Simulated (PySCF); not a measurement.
Isomers of C5H7N3O2, one GFN2-xTB conformer each. Single-point energies are computed at PBE0/pcSseg-1 (PySCF, gas phase, no added dispersion term), electronic only.

```csv
SMILES,GFN2-xTB relative energy (kJ/mol)
COc1nc(C(C)=O)n[nH]1,0.0
COC(=O)c1cnn(C)n1,5.0
COC(=O)c1cn(C)nn1,22.6
```

Conformers: `[CH3:1][O:2][c:3]1[n:4][c:5]([C:6]([CH3:7])=[O:8])[n:9][nH:10]1` with C1–O2–C3–N4 -1°, N4–C5–C6–C7 -10°; `[CH3:1][O:2][C:3](=[O:4])[c:5]1[cH:6][n:7][n:8]([CH3:9])[n:10]1` with C1–O2–C3–O4 0°, O2–C3–C5–C6 180°; `[CH3:1][O:2][C:3](=[O:4])[c:5]1[cH:6][n:7]([CH3:8])[n:9][n:10]1` with C1–O2–C3–O4 0°, O2–C3–C5–C6 180°.

Q: What does PBE0/pcSseg-1 give for the same structures?

A: 
```
              SMILES  PBE0/pcSseg-1 E (Eh)  PBE0/pcSseg-1 (kJ/mol)  GFN2-xTB (kJ/mol)  point group
COc1nc(C(C)=O)n[nH]1            -508.80713                     0.0                0.0           C1
   COC(=O)c1cnn(C)n1            -508.80534                     4.7                5.0            –
   COC(=O)c1cn(C)nn1            -508.79718                    26.1               22.6      near Cs
```

Both levels put the same isomer lowest; measured from each level's own lowest isomer, the values differ by up to 3.5 kJ/mol (COC(=O)c1cn(C)nn1: 22.6 against 26.1). As drawn, the lowest has an N–H bond, which the highest lacks; the highest has a C(=O)–O unit, which the lowest lacks. Neighbours under 10 kJ/mol apart (COc1nc(C(C)=O)n[nH]1 and COC(=O)c1cnn(C)n1) can change places with a better method, another conformer or zero-point energy.

Q: Which frontier levels, dipoles and rotational constants go with these structures?

A: 
```tsv
SMILES	HOMO (eV, PBE0/pcSseg-1)	LUMO (eV)	dipole (D)	A, B, C (MHz)
COc1nc(C(C)=O)n[nH]1	-7.27	-1.28	5.66	2991, 869.5, 681.4
COC(=O)c1cnn(C)n1	-7.93	-1.04	2.62	3555, 799.5, 658.1
COC(=O)c1cn(C)nn1	-7.85	-0.92	3.26	4462, 735.6, 636.5
```
